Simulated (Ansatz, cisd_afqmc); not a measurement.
System: Te, charge 0, triplet.

Property: electron affinity (Te- (doublet) against Te (triplet)), in eV. Radicals and triplets start from unrestricted determinants; spin-orbit coupling is neglected. Correlated methods leave the cores frozen (noble-gas shells, and filled d and f shells in the p block). Past Kr the def2 sets carry scalar-relativistic core potentials. AFQMC is phaseless with a CISD trial state; ± is one standard error, without the phaseless bias. Outlying blocks are dropped, and bars are widened where a walk drifts. Over all cases where full CI ran beside it in this data, AFQMC minus full CI had a median of +0.1 mEh and passed +0.4 mEh in a tenth of the cases. CBS(X,Y): correlation extrapolated as X^-3, Hartree-Fock from the larger set. A bracket is a step between two methods taken in the basis named. Spin-orbit terms, left out, reach several kcal/mol for Br and I, and more for heavier atoms. def2-TZVPD holds few diffuse functions, which lowers the functionals' binding of the extra electron.

| level | program | electron affinity (eV) | difference against the last row |
|---|---|---|---|
| B3LYP/def2-TZVPD | Ansatz | 2.14 | 0.06 |
| CCSD/def2-TZVPPD | Ansatz | 1.80 | -0.28 |
| CCSD(T)/def2-SVPD | Ansatz | 1.74 | -0.34 |
| CCSD(T)/CBS(def2-TZVPPD,def2-QZVPPD) | Ansatz | 2.07 | -0.01 |
| AFQMC/CISD/def2-TZVPPD | cisd_afqmc | 1.85 ± 0.01 | -0.23 |
| AFQMC/CISD/def2-QZVPPD | cisd_afqmc | 1.99 ± 0.01 | -0.09 |
| CCSD(T)/CBS(def2-TZVPPD,def2-QZVPPD) + [CCSDT(Q) - CCSD(T)]/def2-SVPD | Ansatz | 2.08 | 0.00 |
| CCSD(T)/CBS(def2-TZVPPD,def2-QZVPPD) + [CCSDT(Q) - CCSD(T)]/def2-QZVPPD + [CCSDTQ - CCSDT(Q)]/def2-TZVPPD | Ansatz | 2.08 | 0.00 |

Ansatz is a program for electronic structure.
